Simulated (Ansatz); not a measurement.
`B[CH](Cl)[GaH][OH]`. Charge 0, multiplicity 1. The geometry is a stationary point of PBE0-D4/def2-TZVP. It is one conformer, not always the lowest.

```xyz
10

B    -1.145   -1.017    0.691
C     0.199   -0.676   -0.044
Cl   -0.725   -1.734   -1.241
Ga    0.453    1.148   -0.734
O     1.633    2.181    0.123
H    -2.075   -0.270    0.584
H    -1.193   -1.950    1.435
H     1.077   -1.251    0.242
H    -0.316    1.810   -1.907
H     2.093    1.758    0.851
```

What is the dipole moment at PBE/def2-TZVPP? (An estimate is asked.)

The calculation gave: 1.60 D, with components (1.29, -0.95, 0.05) D in this frame, pointing from negative to positive charge.

And with r2SCAN, B3LYP, ωB97M-V? (Best estimate.)

Computed: r2SCAN 1.60 D, B3LYP 1.58 D, ωB97M-V 1.57 D.

Give the Mulliken charges with PBE, B3LYP, r2SCAN in def2-TZVPP. (Estimate.)

Computed: 
```csv
atom,PBE,B3LYP,r2SCAN
B1,-0.19,-0.17,-0.11
C2,-0.10,-0.12,-0.11
Cl3,-0.03,-0.07,-0.06
Ga4,0.32,0.40,0.41
O5,-0.37,-0.41,-0.43
H6,0.02,0.04,0.01
H7,0.03,0.04,0.01
H8,0.14,0.15,0.12
H9,-0.01,-0.02,-0.03
H10,0.17,0.17,0.19
```

B3LYP here is the variant with VWN-RPA as its local correlation; programs differ in this.
